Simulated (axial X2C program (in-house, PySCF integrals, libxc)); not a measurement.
# Nuclear properties of BrGaBr

Calculated with an in-house all-electron X2C program for linear molecules (integrals from PySCF): two-component X2C with atomic mean-field Coulomb and Gaunt terms, Gaussian nuclei, basis Br dyall-av3z, Ga dyall-v3z with contracted cores.

Br–Ga–Br held linear, with bonds 2.403 and 2.403 Å (near the PBE0 minimum at charge 0 of the determinant lowest at the starting distance; the state shown can have its own minimum elsewhere, held linear; other orders of the atoms were not compared).

Input and command:
```json
{"zs": [35, 31, 35], "q": 0, "bas": ["dyall-av3z", "dyall-v3z", "dyall-av3z"], "r0": [2.38, 2.38], "symm": 1, "scan": ["PBE0", "HF", "r2SCAN"], "levels": ["PBE0", "HF", "BHandHLYP"], "nst": 2}
```
```bash
python solin.py task.json out
```

Keys: zs atomic numbers; q charge; bas basis sets; r0 starting distance in Å; symm equal bonds; scan levels of the two-bond scan; levels methods; nst determinants followed.

Determinant lowest in the PBE0 search, Ω = 1/2 (⟨Sz⟩ = 0.50, ⟨Lz⟩ = 0.00 at PBE0), spin on the atoms Br 0.14, Ga 0.21, Br 0.14:

```
    level  A∥/gI Br (MHz)  qzz Br (a.u.)  A∥/gI Ga (MHz)  qzz Ga (a.u.)
     PBE0             643           3.78            3400          -2.26
       HF             779           3.55            3790          -2.47
BHandHLYP             696           3.80            3550          -2.35
```

Determinant 2.45 eV from it at PBE0 and this distance, Ω = 3/2 (⟨Sz⟩ = 0.50, ⟨Lz⟩ = 1.00 at PBE0), spin on the atoms Br -0.04, Ga 0.57, Br -0.04:

```
    level  A∥/gI Br (MHz)  qzz Br (a.u.)  A∥/gI Ga (MHz)  qzz Ga (a.u.)
     PBE0              51           8.06             459          -0.41
       HF            38.1           7.78             782          -1.01
BHandHLYP            46.7           8.16             494          -0.58
```

A∥ (defined per Ω) follows by multiplying with gI = μI/(I μN); qzz is the electric field gradient, eQq0 = 234.96 MHz × Q/barn × qzz. The operators were transformed with the bare-nucleus X2C matrices; with these basis sets, hyperfine constants and field gradients can be off by tens of per cent, and where levels differ in sign neither size nor sign is settled.

(1) With gI(79Br) = 1.4043, Q(79Br) = 0.3087 barn, gI(69Ga) = 1.3444, Q(69Ga) = 0.171 barn (g factors from the IAEA table of nuclear moments by Stone; Q from Pyykkö, Mol. Phys. 2018), turn the PBE0 values of the first state into constants in MHz.

The molecule was held linear; bending was not examined, so a bent shape may lie lower.

Each state is one determinant with collinear spin. Unrestricted Hartree–Fock can overshoot spin polarisation at the nuclei. The search compared states at one distance, so a state with another bond length can lie lower. PBE0 term energies can be off by some tenths of an eV.

## Answers

(1) A∥(79Br) = 643 × 1.4043 = 903 MHz; eQq0(79Br) = 234.96 × (0.3087) × (3.78) = 274 MHz; A∥(69Ga) = 3400 × 1.3444 = 4570 MHz; eQq0(69Ga) = 234.96 × (0.171) × (-2.26) = -90.8 MHz.
